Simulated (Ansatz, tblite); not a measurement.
Cost and result up the ladder for PPAsSb tetrahedron (SbAsP₂) (4 atoms). Charge 0, multiplicity 1. Geometry: r2SCAN-D4/def2-SVP.

```xyz
4

P    -0.023   -0.893   -1.094
P     0.392   -0.798    1.097
As   -1.406    0.434    0.248
Sb    1.037    1.257   -0.251
```

Ansatz on 4 threads of Arm Neoverse V1 on a shared host; xTB runs through tblite on one thread. Times are rough, summed over both states, and most runs start from the orbitals of an earlier one. PBE0-D4/def2-TZVP serves as the yardstick here, not as an exact answer. The other state is a doublet.

In the def2 sets Sb takes a core potential; there is no spin–orbit coupling. The xTB rows come from tblite. HOMO above LUMO, or a gap near zero within one spin, warns that the state may not be the lowest or that an electron is smeared out.

Raw xTB energies of ions are shifted by several eV.

```json
{"level": "GFN1-xTB", "functions": "36", "vertical IE (eV)": "13.47", "difference from PBE0-D4/def2-TZVP (eV)": "4.77", "remarks": "–"}
{"level": "PBE-D4/def2-TZVP (with forces)", "functions": "172", "vertical IE (eV)": "8.61", "difference from PBE0-D4/def2-TZVP (eV)": "-0.09", "remarks": "gap within one spin near zero (+1 doublet)"}
{"level": "PBE0-D4/def2-TZVP", "functions": "172", "vertical IE (eV)": "8.70", "difference from PBE0-D4/def2-TZVP (eV)": "0.00", "remarks": "–"}
{"level": "r2SCAN-D4/def2-TZVP", "functions": "172", "vertical IE (eV)": "8.72", "difference from PBE0-D4/def2-TZVP (eV)": "0.02", "remarks": "–"}
{"level": "GFN2-xTB", "functions": "36", "vertical IE (eV)": "12.50", "difference from PBE0-D4/def2-TZVP (eV)": "3.80", "remarks": "–"}
```

Question: Estimate how long each takes.

Answer: GFN1-xTB 0.011 s; GFN2-xTB 0.013 s; PBE-D4/def2-TZVP (with forces) 12 s; PBE0-D4/def2-TZVP 20 s; r2SCAN-D4/def2-TZVP 33 s. On shared hardware such times vary by a factor of up to 3.
